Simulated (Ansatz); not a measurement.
Reaction (ligand exchange at the Si–C bond): `O[Si](O)(F)C[SiH2]Cl` + H₂Se → `O[Si](O)(F)[SeH]` + `C[SiH2]Cl`

Program: Ansatz. Geometries: PBE0-D4/def2-TZVP. ΔE: electronic, gas phase. CCSD(T)/CBS is the MP2 limit (def2-TZVPP, def2-QZVPP) plus CCSD(T) − MP2 in def2-TZVPP, frozen cores. Functionals use def2-TZVPP. B3LYP here is the variant with VWN-RPA as its local correlation; programs differ in this. For Se outer-core shells are correlated without core-valence functions, which leaves a few kJ/mol of doubt a bond. Scalar relativity is left out up to krypton. One conformer a species, not always the lowest.

| level | ΔE (kcal/mol) |
| --- | --- |
| r2SCAN-D4 | -9.1 |
| PBE0-D4 | -8.9 |
| B2PLYP | -9.6 |
| r2SCAN | -9.6 |
| B3LYP | -10.2 |
| CCSD/def2-TZVPP | -8.0 |
| HF/def2-QZVPP | -10.2 |
| MP2/CBS(def2) | -9.9 |

**Question.** What does CCSD(T)/CBS give? (An estimate is asked.)

**Answer.** Computed: -8.8 kcal/mol. The listed levels differ from it by -0.3, -0.1, -0.8, -0.8, -1.4, 0.8, -1.4, -1.1 kcal/mol.

Largest T1 diagnostic among the species: 0.011.

In def2-TZVPP, CCSD(T) changes the Hartree–Fock value by +2.4 kcal/mol (the triples alone add +0.2 kcal/mol) and MP2 by +1.4 kcal/mol. The D4 term adds +2.0 kcal/mol with B3LYP and +1.2 kcal/mol with PBE0; it sums over pairs of atoms, weighted by their polarisabilities, and B3LYP, whose exchange is more repulsive, gets the larger term.
